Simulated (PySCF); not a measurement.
**A computed series [MI2]+**

Computed with PySCF 2.14.0, PBE0, def2-SVP on the ligands, density fitting, scalar-relativistic core potentials, no spin-orbit coupling, vacuum. Each member is relaxed from one template within its symmetry. Distances are means of the shortest metal–ligand contacts, charges and spins Mulliken's; removal energies are rigid, with the ligand's formal charge and no counterpoise, so too large; for an anion taken off a cation in vacuum most of it is the attraction of opposite charges, and multiply charged cations can part far more cheaply with an electron moved from ligand to metal. lcecp potentials hold a fixed number of 4f electrons in the core, out of states, spins and gaps.

```csv
metal,basis on the metal,point group,M–I (Å),charge on M (e),removal of one I (eV),"strongest infrared band, degenerate modes summed (cm⁻¹)",unstable modes (below −25 cm⁻¹)
Ce,lcecp-1-SVP with ECP47,C2v,2.838,1.17,12.11,219,0
Nd,lcecp-1-SVP with ECP49,C2v,2.786,1.09,12.37,220,0
Sm,lcecp-1-SVP with ECP51,C2v,2.776,1.12,12.44,217,0
Gd,lcecp-1-SVP with ECP53,C2v,2.751,1.12,12.58,216,0
Dy,lcecp-1-SVP with ECP55,C2v,2.727,1.09,12.72,218,0
Lu,lcecp-1-SVP with ECP60,C2v,2.681,1.06,13.06,226,0
Bi,def2-SVP with ECP60,C2v,2.719,0.78,13.58,202,0
```

A further member has point group C2v, M–I (Å) 2.706, charge on M (e) 1.08, removal of one I (eV) 12.86, strongest infrared band, degenerate modes summed (cm⁻¹) 223, unstable modes (below −25 cm⁻¹) 0. Which metal is it?

Er, lcecp-1-SVP with ECP57. This is one of several that fit.

From Ce to Lu the M–I distance shrinks by 0.16 Å, the lanthanide contraction, and the energy to remove one I rises by 0.95 eV.

One start shape was tried for each, so a minimum needn't be the lowest isomer.
